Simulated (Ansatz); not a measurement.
Cost and result up the ladder for Si₁₁H₁₈, a cluster cut from hexagonal silicon (29 atoms). Charge 0, multiplicity 1. Geometry: PBE-D4/def2-SVP.

Cartesian coordinates in Å:
```
Si -0.147 -2.478 -1.441
Si 1.610 -1.651 -0.108
Si 0.924 1.275 -2.594
Si 2.198 0.550 -0.754
Si 0.886 -1.704 2.132
Si 1.974 2.059 1.036
Si -1.972 -0.997 -1.300
Si -1.392 1.108 -2.207
Si -2.669 -0.767 0.937
Si -0.905 -0.199 2.390
Si -0.180 2.015 1.985
H 0.297 -2.603 -2.877
H -0.555 -3.844 -0.947
H 2.824 -2.536 -0.268
H 1.268 0.418 -3.788
H 1.284 2.705 -2.919
H 3.651 0.537 -1.172
H 0.437 -3.101 2.484
H 2.013 -1.318 3.058
H 2.972 1.690 2.107
H 2.291 3.455 0.556
H -3.131 -1.556 -2.092
H -2.118 1.296 -3.516
H -1.828 2.211 -1.277
H -3.274 -2.072 1.395
H -3.733 0.299 1.014
H -1.426 -0.279 3.806
H -1.148 2.718 1.068
H -0.152 2.770 3.291
```

Ansatz on 2 threads of AMD EPYC 7R13 on a shared host and a share (18 GiB) of an NVIDIA H100 80GB HBM3. Times are rough, and most runs start from the orbitals of an earlier one. PBE0-D4/def2-TZVP serves as the yardstick here, not as an exact answer. Differences are given only for rows in sets of like size (and for xTB, whose basis is part of the method), since another set adds its own error. Binding counts from free atoms at the same level (Si triplet, H doublet; other spins of the atoms weren't run), without zero-point energy or a counterpoise term.

Correlated methods freeze 55 core orbitals. The rows differ in basis, and correlated rows in double-zeta sets carry the largest basis error. Single mean-field runs in def2-TZVP are fitted with def2-universal-jkfit.

Correlated methods converge slowly with the basis, most of all in double-zeta sets.

| level | functions | wall time |
| --- | --- | --- |
| HF/STO-3G | 117 | 2.3 s |
| PBE-D4/def2-TZVP | 515 | 2.7 s |
| PBE0-D4/def2-SVP | 288 | 2.8 s |
| BLYP-D4/def2-TZVP | 515 | 2.8 s |
| r2SCAN-D4/def2-TZVP | 515 | 3.4 s |
| PBE-D4/def2-SVP | 288 | 3.4 s |
| r2SCANh-D4/def2-TZVP | 515 | 4 s |
| BHLYP-D4/def2-TZVP (with forces) | 515 | 4.1 s |
| PBE0-D4/def2-TZVP (with forces) | 515 | 4.7 s |
| MP2/def2-TZVP | 515 | 4.8 s |
| CCSD(T)/def2-SVP | 288 | 5.5 s |

(1) Estimate what each level gives for the binding energy per atom (eV).

Answers

(1) 
```
                           level  binding energy per atom (eV)  difference from PBE0-D4/def2-TZVP (eV)
                       HF/STO-3G                          3.58                                       –
                PBE-D4/def2-TZVP                          3.16                                    0.00
                PBE0-D4/def2-SVP                          3.15                                       –
               BLYP-D4/def2-TZVP                          3.11                                   -0.05
             r2SCAN-D4/def2-TZVP                          3.18                                    0.02
                 PBE-D4/def2-SVP                          3.16                                       –
            r2SCANh-D4/def2-TZVP                          3.17                                    0.01
BHLYP-D4/def2-TZVP (with forces)                          3.14                                   -0.02
 PBE0-D4/def2-TZVP (with forces)                          3.16                                    0.00
                   MP2/def2-TZVP                          3.00                                   -0.16
                CCSD(T)/def2-SVP                          2.93                                       –
```
